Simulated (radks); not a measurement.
Values are calculated unless marked as measured or tabulated.
How relativity changes the ionisation of neutral cerium ([Xe] 4f1 5d1 6s2) to Ce+ ([Xe] 4f1 5d2). Spin-unpolarised spherical Kohn-Sham, PBE, point nucleus unless stated (finite: rms radius 4.8771 fm), a radial shooting solver on a logarithmic mesh with Libxc functionals. A level marked "c x" has the speed of light scaled by that factor and shares open shells by 2j + 1; other Dirac levels either fill j = l - 1/2 first or share by 2j + 1.

[
 {"level": "non-rel.", "E(Ce) (hartree)": "-8569.2152", "E(Ce+) (hartree)": "-8569.0303", "IE (eV)": "5.033", "HOMO": "6s", "<r> HOMO (bohr)": "4.547"},
 {"level": "scalar-rel.", "E(Ce) (hartree)": "-8860.4565", "E(Ce+) (hartree)": "-8860.2273", "IE (eV)": "6.238", "HOMO": "5d", "<r> HOMO (bohr)": "2.952"},
 {"level": "scalar-rel., finite nucleus", "E(Ce) (hartree)": "-8860.0377", "E(Ce+) (hartree)": "-8859.8085", "IE (eV)": "6.237", "HOMO": "5d", "<r> HOMO (bohr)": "2.952"},
 {"level": "Dirac, 2j+1 shares", "E(Ce) (hartree)": "-8865.1833", "E(Ce+) (hartree)": "-8864.9539", "IE (eV)": "6.241", "HOMO": "5d5/2", "<r> HOMO (bohr)": "2.984"},
 {"level": "Dirac, low j first", "E(Ce) (hartree)": "-8865.1947", "E(Ce+) (hartree)": "-8864.9699", "IE (eV)": "6.116", "HOMO": "5d3/2", "<r> HOMO (bohr)": "2.919"},
 {"level": "Dirac, 2j+1 shares, finite nucleus", "E(Ce) (hartree)": "-8864.7626", "E(Ce+) (hartree)": "-8864.5333", "IE (eV)": "6.240", "HOMO": "5d5/2", "<r> HOMO (bohr)": "2.984"},
 {"level": "Dirac, c x 1.25", "E(Ce) (hartree)": "-8752.2958", "E(Ce+) (hartree)": "-8752.0833", "IE (eV)": "5.783", "HOMO": "5d5/2", "<r> HOMO (bohr)": "2.917"},
 {"level": "Dirac, c x 1.5", "E(Ce) (hartree)": "-8694.1232", "E(Ce+) (hartree)": "-8693.9194", "IE (eV)": "5.545", "HOMO": "5d5/2", "<r> HOMO (bohr)": "2.883"},
 {"level": "Dirac, c x 2", "E(Ce) (hartree)": "-8638.2846", "E(Ce+) (hartree)": "-8638.0892", "IE (eV)": "5.317", "HOMO": "5d5/2", "<r> HOMO (bohr)": "2.851"}
]

NIST Atomic Spectra Database: 5.539 eV (measured). The relativistic part of the total energy of Ce is -295.5 hartree (Dirac, 2j+1 shares, finite nucleus), 3.4 % of the non-relativistic value. Spin polarisation and multiplet splitting of open shells are left out at every level.

Beside tabulated values, note that relativity, absent from the non-relativistic runs, is large for the heavy elements, and spin-unpolarised runs miss the spin-polarisation part of the exchange energy of open shells.
